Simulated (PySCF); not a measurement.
Potential energy of PmBr along the bond

Set-up: PySCF, spin-free X2C with a Gaussian nucleus, basis sets Pm x2c-SVPall, Br x2c-SVPall. Energies in eV from Pm (4f5 6s2) + Br in their ground configurations at the same level. State: septet, about 5.0 electrons in the 4f shell (Mulliken), real f orbitals that mix terms.

```json
{"R (Å)": "2.348", "PBE": "-3.427", "ωB97X": "-2.717"}
{"R (Å)": "2.457", "PBE": "-3.902", "ωB97X": "-3.263"}
{"R (Å)": "2.566", "PBE": "-4.156", "ωB97X": "-3.571"}
{"R (Å)": "2.648", "PBE": "-4.240", "ωB97X": "-3.688"}
{"R (Å)": "2.730", "PBE": "-4.258", "ωB97X": "-3.731"}
{"R (Å)": "2.812", "PBE": "-4.226", "ωB97X": "-3.719"}
{"R (Å)": "2.921", "PBE": "-4.126", "ωB97X": "-3.640"}
{"R (Å)": "3.058", "PBE": "-3.942", "ωB97X": "-3.473"}
{"R (Å)": "3.221", "PBE": "-3.674", "ωB97X": "-3.214"}
{"R (Å)": "3.440", "PBE": "-3.288", "ωB97X": "-2.827"}
```

Task: Put a parabola through the three lowest points of the PBE curve and estimate Re, k and ωe (reduced mass 51.09 u; 1 eV/Å² = 0.16022 mdyn/Å; ωe = 1302.8·√(k/μ) cm⁻¹).

Result: Through R = 2.648, 2.73, 2.812 Å the second-order coefficient is 3.72 eV/Å², so Re ≈ 2.719 Å, k ≈ 1.19 mdyn/Å and ωe ≈ 199 cm⁻¹. A polynomial fit of higher order to the unrounded PBE energies gives Re = 2.714 Å, k = 1.26 mdyn/Å, ωe = 205 cm⁻¹; anharmonicity and rounding make the difference.

The higher-order fit for each curve: PBE: Re = 2.714 Å, ωe = 205 cm⁻¹, De = 4.26 eV; ωB97X: Re = 2.750 Å, ωe = 202 cm⁻¹, De = 3.73 eV.

These are scalar-relativistic numbers at best; spin–orbit coupling would shift them, the dissociation energy most. The state is the lowest single determinant that the PBE0 search found; with open d or f shells the true ground state can be another one.
